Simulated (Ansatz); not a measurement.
Consider the formal exchange of groups at a B–F bond: `CCOBF` + CH₄ → `CBOCC` + H–F.

Gas-phase electronic energies from Ansatz, PBE0-D4/def2-TZVP geometries. CCSD(T)/CBS adds triple-zeta CCSD(T) − MP2 to the extrapolated MP2 energy (def2 sets, frozen cores). This one scheme is used for every species. DFT in def2-TZVPP. Each species was taken in one conformer, which may not be the lowest.

CCSD(T)/CBS gives +34.0 kcal/mol.

Task: Another level gave +36.6 kcal/mol. Which?
A. revPBE-D4/def2-TZVPP
B. HF/def2-TZVPP
C. r2SCAN-D4/def2-TZVPP
D. MP2/def2-TZVPP

Result: C. r2SCAN-D4 36.6, MP2/def2-TZVPP 34.7, revPBE-D4 33.1, HF/def2-TZVPP 40.3 kcal/mol.

Largest T1 diagnostic among the species: 0.012.

At CCSD(T), def2-SVP lies +5.7 kcal/mol from the extrapolated value and def2-TZVPP +1.1 kcal/mol. In def2-TZVPP, CCSD(T) changes the Hartree–Fock value by −5.2 kcal/mol (the triples alone add −0.5 kcal/mol) and MP2 by −5.5 kcal/mol.
